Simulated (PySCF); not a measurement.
# C6H8NO: g tensor and hyperfine couplings

Compound: C6H8NO (doublet state).
Numbering: `[CH3:1][C:2]1[CH:3]=[C:4]([C:5]([NH2:6])=[O:7])[CH2:8]1` (hydrogens: H9, H10, H11 on C1; H12 on C3; H13, H14 on N6; H15, H16 on C8)

Geometry (GFN2-xTB, Å), atoms numbered from 1 in this order:
```xyz
16
C6H8NO angstrom
C     -2.5866    0.8330   -0.1392
C     -1.2183    0.3317    0.0556
C      0.0571    0.8414   -0.0564
C      0.6695   -0.3672    0.3262
C      2.0021   -0.8652    0.5341
N      2.9990    0.0368    0.2669
O      2.2533   -2.0028    0.9063
C     -0.6921   -1.0278    0.4826
H     -3.1079    0.2317   -0.8871
H     -3.1560    0.7467    0.7887
H     -2.5793    1.8725   -0.4590
H      0.4329    1.8102   -0.3361
H      3.9500   -0.2370    0.4418
H      2.7999    0.9921    0.0370
H     -0.8897   -1.8508   -0.2018
H     -0.9416   -1.3364    1.4962
```

The hyperfine couplings belong to this conformer and change with its torsions.

Level of theory: PySCF, UKS B3LYP, pcH-1 on C H N O, non-relativistic, mean-field spin-orbit, GIAO. The structure is a single GFN2-xTB conformer in the gas phase; no vibrational or solvent corrections. A GFN2-xTB geometry isn't a minimum of the functional, and hyperfine couplings can be far from their values at a DFT geometry. The SCF solution wasn't tested for stability. ⟨S²⟩ is 0.773 where a pure state has 0.75.

```
g1, g2, g3                      : 2.00212, 2.00346, 2.00418
g_iso                           : 2.00325
Form of g                       : rhombic: the two nearest values differ by 35 % of g3 − g1
⟨S²⟩                            : 0.7727 (exact 0.7500)
HOMO–LUMO gap, α and β orbitals : 5.05, 4.27 eV
Total energy                    : -363.38809 Eh
Basis functions                 : 280
```

Isotropic coupling and dipolar principal values T1 to T3, in 10⁻⁴ cm⁻¹ (1 × 10⁻⁴ cm⁻¹ = 2.998 MHz):

```tsv
atom	isotope	a_iso	T1	T2	T3	Mulliken spin population
C1	13C	-6.4	-0.5	0.2	0.3	-0.04
C2	13C	17.9	-14.6	-14.0	28.6	0.53
C3	13C	-14.1	-7.9	3.6	4.3	-0.22
C4	13C	19.9	-17.0	-16.5	33.6	0.63
C5	13C	-9.2	-1.2	0.1	1.1	-0.05
N6	14N	0.2	-0.7	-0.6	1.3	0.04
O7	17O	-2.8	-12.6	6.2	6.4	0.12
C8	13C	-8.5	-0.6	0.2	0.5	-0.07
H9	1H	21.7	-1.1	-0.7	1.8	0.03
H10	1H	22.0	-1.1	-0.7	1.8	0.03
H11	1H	0.6	-1.0	-0.8	1.7	0.00
H12	1H	2.7	-1.3	0.1	1.2	0.01
H13	1H	-1.4	-1.0	-0.6	1.6	0.00
H14	1H	-1.0	-0.9	-0.3	1.3	0.00
H15	1H	4.6	-1.8	-0.1	1.9	0.01
H16	1H	4.6	-1.8	-0.1	1.9	0.01
```

Largest spin populations (Mulliken): C4 (+0.63), C2 (+0.53), C3 (-0.22) and O7 (+0.12). The angles at C4 add up to 360.0°, so it is planar.

C2, the radical centre as drawn in `C[C]1C=C(C(N)=O)C1`, holds a spin population of +0.53 out of 1.

Axes: g2 points within 1° of the C2–C3 bond and g3 points within 3° of the C2–C8 bond.

Under fast tumbling the dipolar parts average out, and these isotropic splittings remain: 3 × 1H (H9/H10/H11, I = 1/2, 4 lines) with 1.58 mT, 2 × 1H (H15/H16, I = 1/2, 3 lines) with 0.50 mT, 1 × 1H (H12, I = 1/2, 2 lines) with 0.29 mT, 1 × 1H (H13, I = 1/2, 2 lines) with 0.15 mT and 1 × 1H (H14, I = 1/2, 2 lines) with 0.10 mT.

Means are taken over nuclei equivalent by connectivity, which assumes that they swap fast. H13 and H14 aren't averaged: N6 is flat or nearly so (angle sum 359°), and its turn about the short N6–C5 bond (1.37 Å) is taken as slow. The three 1H nuclei of mean +44.3 MHz run from 1.8 to 66.1 MHz in the frozen geometry.

The 17O coupling of O7 (-8.3 MHz) shows only in satellite lines or after enrichment, since that isotope makes up about 0.038 % of natural oxygen.

The 13C coupling of C4 (59.8 MHz) shows only in satellite lines or after enrichment, since that isotope makes up about 1.07 % of natural carbon.

The spin density at the nucleus, in bohr⁻³, is negative for C3 (-0.0375), C5 (-0.0246) and C8 (-0.0228), for instance. A restricted open-shell determinant has no negative spin density anywhere; here it arises because α and β orbitals differ (spin polarisation).
